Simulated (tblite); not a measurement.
**Question.** Write a Z-matrix for `[SiH3]P[Si](Cl)CCCl` [radical] as optimised with GFN2-xTB. (Doublet state.)

**Answer.** 
Z-matrix in Å and degrees, rows numbered from 1:
```
Si
P   1  2.2416
Si  2  2.2506  1  106.26
Cl  3  2.0554  2  108.04  1  -152.09
C   3  1.9313  2  106.85  1    96.21
C   5  1.5105  3  110.46  2   -45.51
Cl  6  1.7826  5  109.88  3   -54.32
H   1  1.4638  2  105.45  3   143.16
H   1  1.4606  2  106.02  3  -100.20
H   1  1.4602  2  112.54  3    22.63
H   2  1.3812  1   95.83  3   -95.88
H   5  1.0925  3  110.30  2    74.61
H   5  1.0901  3  110.28  2  -167.00
H   6  1.0906  5  112.55  3  -173.32
H   6  1.0920  5  111.14  3    63.19
```

P2 (phosphorus bonded to 2 Si and H) is pyramidal (angles 106.3°, 95.8° and 94.0°, sum 296.1°, 0.89 Å off the plane of its three neighbours). Of the pairs four or more bonds apart, Si1···Cl7 is among the closest relative to their van der Waals radii: 3.50 Å, 91 % of the sum of Bondi's values. Si1 (silicon bonded to P and 3 H) is distorted tetrahedral (angles from 105.4° to 112.5°). Si3 (silicon bonded to C, Cl and P) is pyramidal (angles 108.0°, 106.8° and 104.3°, sum 319.2°, 0.79 Å off the plane of its three neighbours).

Structure optimised with GFN2-xTB, isolated species. This method treats the open shell by occupation alone, without spin polarisation.

Point group: C1 (no symmetry element, even within 0.4 Å). Its GFN2-xTB frequencies are all real (lowest 33 cm⁻¹). Torsions: Si1–P2–Si3–Cl4 -152°, P2–Si3–C5–C6 -46°, Si3–C5–C6–Cl7 -54°. 3 starts were optimised and ended at 0.00, 1.46 and 2.40 kcal/mol (GFN2-xTB); the lowest of these is shown.

One conformer stands for the species.

All values are computed, not measured.
